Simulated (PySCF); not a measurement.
Property card for `[O]=[Fe](=[O])(=[O])=[O]`

FeO₄ (singlet state).
Cartesian coordinates in Å at the PBE0-D3(BJ)/def2-SVP level; atoms count from 1:
```xyz
5
FeO4 angstrom
Fe    -0.001    0.000    0.000
O      0.016   -0.035    1.554
O      1.458    0.009   -0.531
O     -0.735    1.282   -0.483
O     -0.739   -1.255   -0.541
```

From PBE0-D3(BJ)/def2-SVP geometry optimisation, gas phase (PySCF):

```yaml
Point_group: Td
Rotational_constants_A_B_C: 4.914, 4.911, 4.902 GHz
```

From PBE0/def2-SVPD ground state and vertical TDDFT (core frozen in the response) (PySCF):

```yaml
Dipole_moment: 0.00 D
HOMO_energy: -10.30 eV
LUMO_energy: -6.65 eV
HOMO–LUMO_gap: 3.65 eV
Lowest_singlet_excitation: 1.53 eV (809 nm, f = 0.000 summed over 3 states within 0.01 eV)
Strongest_line_among_the_15_lowest_singlet_transitions: S4/S5/S6 at 2.23 eV (557 nm, f = 0.014 summed over these states)
Lowest_triplet_excitation_Tamm–Dancoff: 0.82 eV
Static_isotropic_polarisability: 45.3 au
Electronic_spatial_extent_⟨r²⟩_about_the_centre_of_nuclear_charge: 357 bohr²
```

Monoisotopic mass (most abundant isotopes): 119.9146 u.

The rotational constants are those of a spherical top; the small spread among constants that symmetry makes equal is optimisation noise. The principal polarisabilities are 45.2, 45.3 and 45.3 au; their mean is the isotropic value. The vertical singlet–triplet gap S1 − T1 is 0.71 eV (TDDFT singlet less Tamm–Dancoff triplet). With B = h/(8π²I), that is 505.379 GHz u Å² over I, the principal moments of inertia are 102.8, 102.9 and 103.1 u Å² (most abundant isotopes); the inertial defect Ic − Ia − Ib is -102.6 u Å² (zero for a rigid planar frame, negative otherwise). The polarisability is 6.71 Å³ as a volume (1 au = 0.148185 Å³), or 0.78 au for each of the 58 electrons. 6 of the 15 computed singlets lie in the visible range (750 to 380 nm, 1.65 to 3.26 eV), with an oscillator strength of 0.014 in sum. S1 lies 2.12 eV below the HOMO–LUMO gap.

